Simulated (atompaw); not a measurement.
Reading a pseudo-wave (Ni)

Columns: radius, all-electron u(r) and pseudo u(r) of the 3d shell (level -9.22 eV) of nickel in the configuration [Ar] 3d8 4s2 4p0; PBE, non-relativistic, PAW (atompaw) scheme, atompaw 4.2.0.5.

```
r (bohr)  all-electron  pseudo
   0.090        0.0742  0.0028
   0.181        0.3063  0.0189
   0.271        0.5625  0.0475
   0.362        0.7681  0.0824
   0.452        0.9000  0.1293
   0.542        0.9677  0.2083
   0.633        0.9857  0.3236
   0.723        0.9696  0.4375
   0.813        0.9326  0.5154
   0.904        0.8833  0.5838
   0.994        0.8290  0.6887
   1.085        0.7723  0.7576
   1.175        0.7169  0.7169
   1.265        0.6635  0.6635
   1.356        0.6125  0.6125
   1.446        0.5651  0.5651
   1.537        0.5206  0.5206
   1.627        0.4799  0.4799
   1.717        0.4424  0.4424
   1.808        0.4074  0.4074
   1.898        0.3757  0.3757
   1.988        0.3465  0.3465
   2.079        0.3194  0.3194
   2.169        0.2947  0.2947
   2.260        0.2719  0.2719
   2.350        0.2510  0.2510
```

Q: How many radial nodes do the two functions have?

A: The all-electron 3d function has n − l − 1 = 0; the pseudo-wave has 0.

Q: At about which radius was the pseudo-wave matched?

A: 1.15 bohr, where the columns begin to agree (steps of 0.09 bohr).

Q: Is the pseudo-wave norm-conserving?

A: No, it belongs to a PAW set: the norm inside the radius is not constrained, and the difference is carried by the augmentation charge.
